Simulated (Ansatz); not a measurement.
A nudged elastic band was laid between two geometries of C3H9BFN (15 atoms, charge 0, multiplicity 1).

Theory: Ansatz 0.2.0, RKS B3LYP/cc-pVDZ.

| Property | Result |
| --- | --- |
| movable images | 5 |
| climbing image | yes |
| spring | 5.0 eV/Å² |
| optimiser | quadratic models (default) |
| start path | IDPP |
| force threshold | 0.03 eV/Å |
| iteration limit | 60 |
| end points | relaxed |

First end point:

```xyz
15
Properties=species:S:1:pos:R:3
B -0.418 -1.301 0.829
C -0.983 -0.656 -0.578
C -0.171 0.597 -0.279
C 1.183 0.706 -0.947
N -0.031 0.330 1.196
F -0.838 1.815 -0.442
H 0.639 -1.899 0.751
H -1.200 -1.732 1.651
H -2.057 -0.414 -0.550
H -0.746 -1.120 -1.545
H 1.766 -0.213 -0.793
H 1.741 1.571 -0.553
H 1.035 0.852 -2.027
H -0.794 0.793 1.696
H 0.853 0.622 1.619
```

Last end point:

```xyz
15
Properties=species:S:1:pos:R:3
B -1.632 -1.386 0.532
C -0.521 -0.828 -0.411
C 0.192 0.456 0.017
C 1.148 1.009 -1.032
N 0.864 0.272 1.261
F -0.856 1.442 0.145
H -2.313 -2.309 0.156
H -1.817 -0.965 1.648
H -0.946 -0.697 -1.424
H 0.223 -1.643 -0.532
H 1.965 0.297 -1.221
H 1.582 1.961 -0.688
H 0.610 1.200 -1.972
H 0.198 -0.012 1.981
H 1.281 1.152 1.571
```

(1) Which bonds break or form, and what moves?

(2) Give the energies along the band, and the barrier.

(3) What is the geometry of the highest image?

(4) What are the harmonic wavenumbers there?

The band took 14 iterations and about 10 core-minutes.

Results:

(1) Bonds broken: B1–N5. The dihedral H8–B1–N5–H15 changes from 104 to -55° by way of a nearly straight angle B1–N5–H15 (up to 175°), not by a turn about the bond.

(2) The run converged. The highest image is number 3 of 0 to 6, 12.2 kcal/mol above the first end and 3.8 kcal/mol above the last; the last end lies 8.3 kcal/mol above the first. A vibrational analysis at the climbing image gives one clearly imaginary mode, 149i cm⁻¹: a first-order saddle point. The orbitals stay closed-shell, which can raise the energy where a bond breaks towards radicals; this wasn't checked here.

```
image  path coordinate (Å)  energy (kcal/mol)  B1–N5 (Å)  angle B1–N5–H15 (°)
    0                 0.00                0.0       1.72                  124
    1                 0.95                1.3       1.72                  122
    2                 1.90                8.6       2.03                  146
    3                 2.86               12.2       2.59                  175
    4                 3.70               10.9       2.83                  170
    5                 4.55                9.1       2.98                  159
    6                 5.39                8.3       3.08                  150
```

(3) 
```xyz
15
Properties=species:S:1:pos:R:3
B -0.963 -1.702 0.702
C -0.726 -0.747 -0.529
C -0.007 0.547 -0.076
C 1.116 0.966 -1.013
N 0.497 0.367 1.266
F -0.954 1.615 -0.086
H -0.528 -2.827 0.734
H -1.649 -1.337 1.628
H -1.689 -0.456 -0.985
H -0.130 -1.233 -1.317
H 1.908 0.204 -1.031
H 1.546 1.925 -0.680
H 0.724 1.099 -2.032
H -0.287 0.395 1.921
H 1.121 1.132 1.528
```

(4) 149i, 83, 262, 314, 336, 366, 397, 441, 476, 521, 645, 755, 854, 880, 914, 953, 1001, 1034, 1053, 1108, 1199, 1222, 1246, 1295, 1361, 1403, 1431, 1457, 1461, 1646, 2566, 2641, 3039, 3042, 3086, 3120, 3139, 3470, 3548 cm⁻¹.

Time of the run: 5.2 min on 2 threads of Arm Neoverse V1, on a shared host, peak memory 0.35 GiB.
